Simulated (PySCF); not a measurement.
A geometry optimisation on `CSC1=CC=CC(C)=C1` (3-methylthioanisole).

Computed with PBE0-D3(BJ)/def2-SVP geometry optimisation, gas phase (PySCF 2.14.0). Start geometry: GFN2-xTB. The input is one job of a driver script: a line of settings, then coordinates in Å.

Input:
```
{"job": {"xc": "PBE0", "basis": "def2-SVP", "d3": "d3bj", "grid": 2, "kind": "geom"}, "charge": 0, "multiplicity": 1}
C      3.485807    -0.660022    -0.546761
S      1.999816    -1.629990    -0.163152
C      0.698019    -0.432323    -0.136774
C      0.886661     0.927631    -0.324698
C     -0.209663     1.773620    -0.283079
C     -1.478319     1.278705    -0.053995
C     -1.676187    -0.085992     0.140987
C     -3.049661    -0.621550     0.409125
C     -0.581342    -0.930123     0.095386
H      3.677663     0.058196     0.245348
H      3.368568    -0.167689    -1.507785
H      4.298201    -1.378407    -0.597473
H      1.866914     1.339600    -0.501909
H     -0.062815     2.833828    -0.430236
H     -2.323484     1.950817    -0.024577
H     -3.754781    -0.259281    -0.337120
H     -3.052594    -1.708255     0.396910
H     -3.397119    -0.286243     1.386285
H     -0.705487    -1.993272     0.241219
```

Output:
```
step   0  E = -708.22418227  max force = 0.016971
step   1  E = -708.22626453  max force = 0.002564
step   2  E = -708.22629163  max force = 0.000823
step   3  E = -708.22629535  max force = 0.000268
optimisation converged
```

Energies in Eh; «max force» is the largest Cartesian gradient component in Eh/bohr.

Task: Give the first gradient maximum in eV/Å.

Result: With 1 Eh/bohr = 51.422 eV/Å, 0.873 eV/Å.

Summary of the converged run: final energy -708.22630 Eh after 3 steps; dipole 1.02 D.

Task: Give the final coordinates.

Result: 0.021 Å rms from the input after alignment:
```
atom  x, y, z in Å
C1     3.6385   -0.6111   -0.5020
S2     2.1756   -1.5936   -0.1493
C3     0.8800   -0.3987   -0.1152
C4     1.0577    0.9745   -0.3051
C5    -0.0488    1.8236   -0.2568
C6    -1.3239    1.3251   -0.0213
C7    -1.5190   -0.0508    0.1736
C8    -2.8921   -0.5950    0.4435
C9    -0.4118   -0.8954    0.1223
H10    3.8424    0.1208    0.2934
H11    3.5630   -0.0998   -1.4729
H12    4.4726   -1.3246   -0.5446
H13    2.0466    1.3936   -0.4918
H14    0.0960    2.8963   -0.4084
H15   -2.1800    2.0039    0.0118
H16   -3.6162   -0.2400   -0.3060
H17   -2.9021   -1.6937    0.4326
H18   -3.2600   -0.2661    1.4290
H19   -0.5500   -1.9707    0.2684
```

Time: 51 s; peak memory 0.83 GiB. Hardware: one thread of an Arm Neoverse V2, shared host with 32 logical CPUs at a one-minute load of 9.0.
Labels such as C1 count atoms from 1, the log's own numbers from 0.
